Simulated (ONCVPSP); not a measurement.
## Pb (Z = 82), ONCV: configuration errors across variants

- Element: Pb (Z = 82)
- Generator: ONCVPSP 4.0.1
- Type: optimised norm-conserving Vanderbilt (ONCV)
- Functional: PBE
- Relativity: scalar-relativistic
- Frozen core: [Xe] 4f14
- Valence charge: 14
- Reference configuration: 5d10 6s2 6p2
- Partial waves: 6s: rc 1.80 bohr, ncon 4, nbas 8, qcut 3 1/bohr, 2 projectors, debl 3.5 Ha; 6p: rc 2.55 bohr, ncon 4, nbas 7, qcut 3.8 1/bohr, 2 projectors, debl 3.3 Ha; 5d: rc 1.95 bohr, ncon 4, nbas 9, qcut 9 1/bohr, 2 projectors, debl 1 Ha
- Local potential: polynomial inside 1.55 bohr (lpopt 5, dvloc0 0 Ha)
- Core correction: Teter function fitted to the true core (icmod 2), fcfact 0.7

All-electron excitation energies from the reference (eV): (1) 5d10 6s2 6p1 6.576; (2) 5d10 6s2 6p0 20.021; (3) 5d9 6s2 6p2 27.163.

2 further variants failed, have other tests or another functional or relativity, and are left out.

A true bound ghost makes a file unfit for plane-wave use even where its test errors are small: the radial tests pick states by their node count and pass the ghost by.

Errors AE − PS in meV (a dash: test not solved or not reliable):

```csv
change,(1),(2),(3),bound ghosts,GHOST(+) flags above zero
base,-3.1,-9.9,-116,none,"s, p"
"local potential polynomial inside 1.35 bohr (lpopt 2, dvloc0 4 Ha)",-3.3,-11,-122,none,s
p: rc 3.22,-3.8,-20,-88,none,"s, p"
"all radii but the core radius scaled by about 1.20 (s 2.16, p 3.06, d 2.34 bohr); local potential polynomial inside 1.86 bohr (lpopt 5, dvloc0 0 Ha)",-3.8,-17,-65,none,"s, p"
p: debl 2.65,-3.2,-9.9,-117,none,"s, p"
p: qcut 3.4,-3.0,-9.5,-110,none,"s, p"
p: nproj 1,–,–,–,p,s
"core correction Teter function fitted to the true core (icmod 2), fcfact 0.2",-3.4,-13,-113,none,"s, p"
```

(1) Give the same row for: p: rc 2.98.

Answers

(1) -3.3, -14, -102; bound ghosts: none; GHOST(+) flags above zero: s, p.
